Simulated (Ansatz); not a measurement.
CH₅FN₂Si, SMILES `NC1(F)N[SiH2]1`. Charge 0, multiplicity 1.

```xyz
10

N    -1.3016   -0.1228   -0.7312
C     0.0357    0.2340   -0.4689
F     0.5958    0.9684   -1.5136
N     0.9165   -0.8042   -0.0215
Si    0.6909    0.3318    1.2555
H    -1.3647   -0.6754   -1.5819
H    -1.8810    0.6979   -0.8462
H     0.6434   -1.7692   -0.1325
H     1.8836    1.1080    1.6551
H    -0.2186    0.0315    2.3851
```

Task: What are the harmonic wavenumbers in cm⁻¹ at PBE0-D4/def2-TZVP (Ansatz, finite differences of forces, unscaled)? (Estimate.)

Result: Ansatz gave: 208, 280, 335, 396, 468, 487, 556, 636, 665, 705, 774, 832, 940, 981, 1044, 1137, 1294, 1335, 1655, 2248, 2270, 3497, 3607, 3608.

Task: Is this a minimum?

Result: Yes, all 24 modes are real.

Task: Give the ideal-gas thermochemistry at 298.15 K and 1 bar (rigid rotor, harmonic oscillator; point group C1, symmetry number 1).

Result: Zero-point energy 179.2 kJ/mol; H(298) − E = 197.1 kJ/mol; entropy 314.5 J/(mol·K), of which translation 165.3, rotation 108.9, vibration 40.3; G(298) − E = 103.4 kJ/mol.

Task: Rotational constants (cm⁻¹)?

Result: 0.2167, 0.1125, 0.09722.
